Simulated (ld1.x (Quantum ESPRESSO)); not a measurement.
chromium (Cr): excitation energies, all-electron against TM

| Quantity | Value |
| --- | --- |
| Element | chromium |
| Generator | ld1.x (Quantum ESPRESSO) 7.5 |
| Type | norm-conserving Troullier–Martins (Kleinman–Bylander form) |
| Functional | PBE |
| Relativity | scalar-relativistic |
| Frozen core | [Ne] |
| Valence charge | 14 |
| Reference configuration | 3s2 3p6 3d6 4s0 4p0 |
| Partial waves | 3s (bound): rc 1.25 bohr; 3p (bound): rc 1.45 bohr; 4f channel at -0.1 Ry: rc 1.40 bohr; 3d (bound): rc 1.50 bohr |
| Local potential | the d channel |
| Core correction | a·sin(br)/r model core inside 1.05 bohr |

Energies are relative to the spin-unpolarised reference configuration 3s2 3p6 3d6 4s0 4p0; without spin polarisation the order of configurations can differ from experiment. The frozen-core shift is the all-electron ΔE with the core orbitals held at their reference shape minus the fully relaxed ΔE.

```
valence configuration  charge  ΔE all-electron (eV)  error AE − PS (meV)  frozen-core shift (meV)
  3s2 3p6 3d5 4s1 4p0       0                -1.732                 +161                     -1.3
  3s2 3p6 3d4 4s1 4p1       0                 1.774                 +237                     -2.8
  3s2 3p6 3d4 4s1 4p0      +1                 6.255                 +377                     -2.5
  3s2 3p6 3d5 4s0 4p1       0                 1.389                  -20                     -0.8
  3s2 3p5 3d5 4s1 4p0      +1                49.781                 +379                      +11
```

Task: What are ΔE and the potential's error for 3s2 3p6 3d5 4s0 4p0?

Result: ΔE = 5.169 eV all-electron; the error (AE − PS) is +36 meV.

Task: What are ΔE and the potential's error for 3s2 3p6 3d4 4s0 4p0?

Result: ΔE = 21.222 eV all-electron; the error (AE − PS) is +83 meV.

Levels in the configuration 3s2 3p6 3d4 4s1 4p0:

```
level  all-electron (eV)  pseudo (eV)
   3s            -85.878      -85.549
   3p            -57.195      -56.859
   3d            -13.805      -13.491
   4s            -11.404      -11.594
```

A variational frozen-core shift is positive and of second order in the change. This column holds negative values, so the frozen-core run of ld1.x carries numerical noise or an error of first order here, and the column gives no more than the rough size of the effect.
